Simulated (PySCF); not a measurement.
In(OH)(PH2)2 (H5InOP2), SMILES [PH2][In]([PH2])[OH]. Coordinates come from a PBE0-D3(BJ)/def2-SVP optimisation. The structure was generated by enumeration; whether it is a known compound was not checked. The def2 effective core potentials stand for the cores of In; spin–orbit coupling is left out. The values are those of a single conformer.

Give the equilibrium geometry at PBE0-D3(BJ)/def2-SVP (PySCF confirms it by a frequency run) as Cartesian coordinates in Å. (An estimate is asked for; the answer gives what the named calculation found.)

Several could match; the one computed here: 
```xyz
9

In     0.1790    -0.0290    -0.0548
O      2.0964    -0.4204    -0.4996
H      2.3922    -0.0483    -1.3376
P     -0.4016    -0.8997     2.2193
H      0.2730    -2.1314     1.9513
H     -1.6704    -1.3931     1.7801
P     -1.1581     1.3778    -1.6563
H     -2.3514     0.6353    -1.3929
H     -0.7882     0.5497    -2.7632
```
Charge 0, spin multiplicity 1.
